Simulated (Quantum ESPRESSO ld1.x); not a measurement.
The nuclear charge of the cerium ion Ce2+ is varied continuously with 56 electrons held in [Xe] 4f2. Method: non-relativistic Kohn-Sham, BLYP, spin-unpolarised, spherical densities, point nucleus; relativity is left out, which matters for an element this heavy; computed with ld1.x of Quantum ESPRESSO 7.5. By the Hellmann-Feynman theorem dE/dZ = E(electron-nucleus)/Z, the electronic potential at the nucleus.

Z = 57.5: E (hartree) -8395.630; E(electron-nucleus)/Z (hartree) -345.668; HOMO 4f; e(HOMO) (eV) -7.873; <r> HOMO (bohr) 1.295
Z = 57.75: E (hartree) -8482.291; E(electron-nucleus)/Z (hartree) -347.613; HOMO 4f; e(HOMO) (eV) -11.421; <r> HOMO (bohr) 1.198
Z = 58: E (hartree) -8569.436; E(electron-nucleus)/Z (hartree) -349.552; HOMO 4f; e(HOMO) (eV) -15.292; <r> HOMO (bohr) 1.130
Z = 58.25: E (hartree) -8657.066; E(electron-nucleus)/Z (hartree) -351.486; HOMO 4f; e(HOMO) (eV) -19.425; <r> HOMO (bohr) 1.076
Z = 58.5: E (hartree) -8745.179; E(electron-nucleus)/Z (hartree) -353.417; HOMO 4f; e(HOMO) (eV) -23.786; <r> HOMO (bohr) 1.033
Z = 58.75: E (hartree) -8833.775; E(electron-nucleus)/Z (hartree) -355.345; HOMO 4f; e(HOMO) (eV) -28.354; <r> HOMO (bohr) 0.9957
Z = 59: E (hartree) -8922.852; E(electron-nucleus)/Z (hartree) -357.271; HOMO 4f; e(HOMO) (eV) -33.113; <r> HOMO (bohr) 0.9636

The central difference of E at Z = 58 is -349.551 hartree, to compare with the third column; the second derivative is -7.75 hartree.
